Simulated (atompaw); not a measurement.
## Scattering properties, PAW (atompaw) potential for Tb (Z = 65)

Tb, PAW, made with atompaw 4.2.0.5 (LDA (PW92), scalar-relativistic). Core [Kr] 4d10 5s2, reference 4f8 5p6 5d1 6s2 6p0. Waves: 6s (bound): rc 3.00 bohr; 6s channel at 0.5 Ry: rc 3.00 bohr; 5p (bound): rc 1.85 bohr; 6p (bound, empty): rc 3.00 bohr; 5d (bound): rc 3.00 bohr; 5d channel at 0.7 Ry: rc 3.00 bohr; 4f (bound): rc 1.25 bohr; 4f channel at -0.35 Ry: rc 1.25 bohr. Local part: bessel scheme, radius 2.45 bohr. Core correction: smooth core density matched at 2.35 bohr. Augmentation charge: besselshape compensation charge, radius 2.15 bohr; PAW radius 3.00 bohr; waves and projectors: custom polynom gramschmidtortho.

The phase is arctan(r·u′/u) with u = r·R(r), unwrapped; energies in Ry, scanned from -4 to 5 Ry. A pole is an energy at which the radial function vanishes at the test radius. The pseudo phase is shifted by a multiple of π to meet the all-electron one at the reference energy, and phase errors are pseudo minus all-electron; the curves can meet again beyond the range given. Levels narrower than the energy grid can be missing from the lists of poles.

For each channel, where are the poles, and over which energies does the pseudopotential scatter like the atom?

| channel | radius (bohr) | reference energy (Ry) | poles, all-electron | poles, pseudo | unbroken range about the reference energy with phases within 0.05 rad | phase error 1 Ry above the reference energy (rad) |
| --- | --- | --- | --- | --- | --- | --- |
| s | 3.01 | -0.32 | -3.75, 1.98 | -2.06, 1.99 | above -2.0 | +0.000 |
| p | 3.01 | -0.10 | -1.95, 3.24 | -1.95, 3.09 | below 4.7 | -0.012 |
| d | 3.01 | -0.19 | 0.44 | 0.44 | the whole range | +0.000 |
| f | 3.01 | -0.67 | -0.65, 3.13 | -0.65, 3.24 | below 4.2 | +0.000 |

Note: ghost state, extra bound levels that the all-electron valence spectrum of the same l lacks: s at -28.3 eV. A true bound ghost makes a file unfit for plane-wave use.

Phases in the p channel:

```csv
E (Ry),all-electron,pseudo
-4.00,1.383,1.383
-3.76,1.375,1.374
-3.52,1.364,1.364
-3.28,1.351,1.351
-3.04,1.334,1.333
-2.80,1.308,1.307
-2.56,1.260,1.260
-2.32,1.111,1.110
-2.08,-1.171,-1.171
-1.84,-1.663,-1.663
-1.60,-1.744,-1.744
-1.36,-1.788,-1.788
-1.12,-1.826,-1.826
-0.88,-1.865,-1.865
-0.64,-1.911,-1.911
-0.40,-1.971,-1.971
-0.16,-2.055,-2.055
0.08,-2.187,-2.187
0.32,-2.416,-2.417
0.56,-2.838,-2.843
0.80,-3.461,-3.473
1.04,-3.960,-3.972
1.28,-4.236,-4.246
1.52,-4.389,-4.399
1.76,-4.485,-4.494
2.00,-4.549,-4.559
2.24,-4.596,-4.606
2.48,-4.633,-4.643
2.72,-4.662,-4.673
2.96,-4.687,-4.700
3.20,-4.709,-4.723
3.44,-4.729,-4.746
3.68,-4.748,-4.767
3.92,-4.766,-4.790
4.16,-4.785,-4.814
4.40,-4.805,-4.841
4.64,-4.826,-4.873
4.88,-4.850,-4.914
```
